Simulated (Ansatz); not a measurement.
C3H10SeSi (SMILES C[Si](C)(C)[SeH]), singlet, geometry from GFN2-xTB, with bond 8-1 at 2.4 times its length; CASSCF(4,5)/STO-3G run with Ansatz (a quantum-chemistry and plane-wave program).

The Ansatz input:
Ansatz 0.2 input:
```yaml
crystal:
  periodic: [false, false, false]
  atoms:
    - {symbol: C, position_ang: [-0.91577784, 1.45592390, 1.56361304]}
    - {symbol: Si, position_ang: [-0.79724361, -0.00837680, 0.34798913]}
    - {symbol: C, position_ang: [-0.94461819, -1.68726690, 1.22822485]}
    - {symbol: C, position_ang: [-2.05188082, 0.17261021, -1.07644327]}
    - {symbol: Se, position_ang: [1.35461985, -0.01777519, -0.57478349]}
    - {symbol: H, position_ang: [-1.88097500, 1.47252831, 2.05928850]}
    - {symbol: H, position_ang: [-0.78860128, 2.40513315, 1.05101038]}
    - {symbol: H, position_ang: [0.92695010, 1.29676298, 3.39992799]}
    - {symbol: H, position_ang: [-0.82674607, -2.50561384, 0.52382635]}
    - {symbol: H, position_ang: [-1.91083568, -1.79541645, 1.70993326]}
    - {symbol: H, position_ang: [-0.17619862, -1.79440954, 1.98841596]}
    - {symbol: H, position_ang: [-3.07054216, 0.12427704, -0.70560708]}
    - {symbol: H, position_ang: [-1.92980270, 1.12143168, -1.59100625]}
    - {symbol: H, position_ang: [-1.92498691, -0.61832170, -1.80969486]}
    - {symbol: H, position_ang: [1.23465964, 1.27481277, -1.17648737]}
basis:
  gaussian:
    orbitals: STO-3G
hamiltonian:
  xc: hf
magnetization: {spin_polarized: false}
correlation: {active_space: {window: {electrons: 4, orbitals: 5}}}
```

What the program printed (banner, timings and long lists left out):

```
Functional definition: HF
624 factors; integrals over basis functions are off by at most 4.2e-5 eV
mean field evaluation 1: about -75558.9724 eV, gradient 2.7e1 eV
mean field evaluation 2: about -75559.0879 eV, gradient 2.7e1 eV
mean field evaluation 4: about -75563.9987 eV, gradient 3.1e0 eV
mean field evaluation 8: about -75564.0532 eV, gradient 3.8e-4 eV
mean field -75564.05003355 eV, -2776.9276195801 hartree, gradient 1.9e-6 eV, S^2 0.000000; 0 other end points of the search recorded, 0 dependent functions left out
reference -75564.05003355 eV, -2776.9276195801 hartree; 38, 38 occupied and 14, 14 virtual orbitals, 624 factors
state -75569.40828954 eV, -2777.1245318557 hartree
Total energy: -75569.40828954 eV, -2777.1245318557 hartree
```
